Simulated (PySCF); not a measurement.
C4H7O2, multiplicity 2. Atoms are numbered in the order given.

```xyz
13

C      0.5858     1.2716     0.1036
C      1.3997     0.0447    -0.1701
O      0.6342    -1.0027    -0.7579
C     -0.5231    -1.2440     0.0216
C     -1.3921     0.0061     0.0852
O     -0.6668     1.1161     0.6307
H      1.0739     2.1960     0.4526
H      1.8637    -0.3423     0.7855
H      2.2361     0.2801    -0.8598
H     -1.0800    -2.0765    -0.4548
H     -0.2431    -1.5595     1.0595
H     -1.7340     0.2682    -0.9423
H     -2.2773    -0.1432     0.7351
```
Charge 0, spin multiplicity 2.

The structure is a stationary point at PBE-D3(BJ)/def2-SVP. The isomer is the one that the SMILES or the coordinates give; other isomers of the formula were not compared. The values are those of a single conformer.

All values below come from SMD-M06-2X/def2-SVP (PySCF).

Solvation free energies are E(SMD) − E(gas) at the gas-phase geometry, for 1 M in both phases. In vacuum the dipole moment is 0.87 D.

Question: Estimate the solvation free energies in water, n-hexane, 1-octanol. (Estimate from the structure and the level; the computed values follow.)

Answer: 
```csv
solvent,ΔG(solv) (kcal/mol),its non-electrostatic (CDS) part,dipole (D)
water,-4.3,3.3,1.23
n-hexane,-3.2,-1.7,0.96
1-octanol,-4.7,1.4,1.16
```
